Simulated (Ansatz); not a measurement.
`CBCC[SiH3]` + `CCl` → `CBCCCl` + `C[SiH3]`  (formal exchange of groups at a C–C bond)

Calculated with Ansatz (gas phase, PBE0-D4/def2-TZVP geometries, no zero-point term in ΔE). CCSD(T)/CBS adds triple-zeta CCSD(T) − MP2 to the extrapolated MP2 energy (def2 sets, frozen cores). This one scheme is used for every species. DFT in def2-TZVPP. HSE06 is defined as in plane-wave codes. One conformer a species, not always the lowest.

| level | ΔE (kJ/mol) | difference from CCSD(T)/CBS |
| --- | --- | --- |
| LDA (SPW92) | -27.0 | -5.1 |
| PBE0-D4 | -23.2 | -1.3 |
| r2SCAN0-D4 | -24.8 | -2.9 |
| HSE06-D4 | -23.1 | -1.2 |
| CAM-B3LYP-D4 | -25.1 | -3.2 |
| PBE | -24.4 | -2.5 |
| r2SCAN | -25.9 | -4.0 |
| PBE0 | -24.6 | -2.7 |
| r2SCAN0 | -25.5 | -3.6 |
| CAM-B3LYP | -26.6 | -4.7 |
| LC-ωPBE | -25.2 | -3.3 |
| RPA@PBE/def2-TZVPP | -20.1 | 1.8 |
| CCSD/def2-SVP | -23.5 | -1.6 |
| CCSD/def2-TZVPP | -22.2 | -0.3 |
| HF/def2-QZVPP | -25.5 | -3.6 |
| MP2/def2-QZVPP | -21.4 | 0.5 |
| CCSD(T)/CBS | -21.9 | 0 |

Largest T1 diagnostic among the species: 0.010.

In def2-TZVPP, CCSD(T) changes the Hartree–Fock value by +4.0 kJ/mol (the triples alone add +0.6 kJ/mol) and MP2 by +4.3 kJ/mol. Leaving LDA and LC-ωPBE aside and taking each functional with its dispersion term where it has one, the values, not all of them listed here, spread over 6.0 kJ/mol, from B97M-V to revPBE-D4.

CCSD(T)/CBS has its own doubt, a few kJ/mol and more with outer-core shells, so smaller differences from it don't rank the levels.
